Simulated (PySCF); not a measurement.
C₅H₉NSi.
Numbering: `[CH:1]#[C:2][Si@H:3]([NH2:4])[CH2:5][CH:6]=[CH2:7]` (hydrogens: H8 on C1; H9 on Si3; H10, H11 on N4; H12, H13 on C5; H14 on C6; H15, H16 on C7)

All values: wB97X-D/def2-SVPD (PySCF, non-relativistic), on one gas-phase PBE0-D3(BJ)/def2-SVP geometry that isn't relaxed in the solvent. The solvent is an IEF-PCM continuum (Bondi radii, 1.10 Å for H, scaled by 1.2), and excitations are vertical TDDFT with non-equilibrium linear response and a frozen core. Only the electrostatic response of the medium enters.

Gas-phase singlets (H = HOMO, L = LUMO):

```tsv
state	E (eV)	λ (nm)	f	leading configurations
S1	5.987	207	0.006	H-2→L 49%, H-2→L+2 12%, H→L 9%
S2	6.258	198	0.016	H-3→L 20%, H-2→L+2 17%, H→L 17%
S3	6.336	196	0.025	H-3→L+1 30%, H-3→L+2 20%, H→L+1 13%
S4	6.546	189	0.043	H-1→L 29%, H→L 23%, H-1→L+1 16%
S5	6.722	184	0.296	H→L+1 37%, H→L+2 22%, H→L 19%
```

Task: How does the list change in chloroform (ε = 4.711)?

Result: 
| state | E (eV) | λ (nm) | f | leading configurations | change by rank (eV) |
| --- | --- | --- | --- | --- | --- |
| S1 | 6.047 | 205 | 0.016 | H-2→L 50%, H→L 14%, H-2→L+2 10% | +0.060 |
| S2 | 6.288 | 197 | 0.049 | H→L 23%, H-3→L 20%, H-2→L+1 18% | +0.030 |
| S3 | 6.352 | 195 | 0.065 | H-3→L+1 44%, H→L+1 23% | +0.016 |
| S4 | 6.542 | 190 | 0.136 | H→L 24%, H-1→L 17%, H-3→L 14% | -0.004 |
| S5 | 6.655 | 186 | 0.285 | H→L+2 36%, H-1→L 22%, H→L+1 15% | -0.067 |

Task: How do the frontier levels move from gas to chloroform?

Result: 
| orbital | gas (eV) | solvent (eV) | change (eV) | Löwdin shares, gas | Löwdin shares, solvent |
| --- | --- | --- | --- | --- | --- |
| LUMO+2 | 2.01 | 2.03 | +0.02 | C1 17 %, C2 15 %, Si3 15 %, C6 12 % | C6 19 %, C7 16 %, C1 11 %, Si3 11 % |
| LUMO+1 | 1.87 | 1.86 | -0.01 | C1 18 %, C2 17 %, Si3 13 %, C6 12 % | C1 25 %, C2 24 %, Si3 16 %, C6 6 % |
| LUMO | 1.55 | 1.55 | 0.00 | C1 19 %, C2 19 %, Si3 14 %, C7 14 % | C1 22 %, C2 21 %, Si3 15 %, C7 11 % |
| HOMO | -8.90 | -8.87 | +0.03 | C7 26 %, C6 20 %, C5 13 %, N4 11 % | C7 27 %, C6 21 %, C5 13 %, N4 10 % |
| HOMO-1 | -9.53 | -9.53 | 0.00 | N4 53 %, Si3 11 %, C7 7 %, C6 7 % | N4 55 %, Si3 12 %, C7 6 %, C6 6 % |
| HOMO-2 | -10.05 | -10.17 | -0.12 | C2 41 %, C1 41 %, Si3 5 % | C2 41 %, C1 40 %, Si3 6 % |
| HOMO-3 | -10.21 | -10.32 | -0.11 | C2 41 %, C1 40 %, Si3 4 % | C2 42 %, C1 40 %, Si3 4 % |

The HOMO–LUMO gap goes from 10.46 to 10.41 eV. Rows go by rank; for LUMO+1 and LUMO+2 the atom shares or the degeneracy differ between the runs, so the row needn't follow one orbital.

Hardware: one thread, Arm Neoverse V1 (aarch64), no GPU, on a shared host. This is the whole response run at wB97X-D/def2-SVPD in chloroform, SCF included.

Shape of the structure used: `[CH:1]#[C:2][Si@H:3]([NH2:4])[CH2:5][CH:6]=[CH2:7]`: C2–Si3–C5–C6 175°, Si3–C5–C6–C7 -101°, H–N4–Si3–C2 57°, H–N4–Si3–C2 -162°.
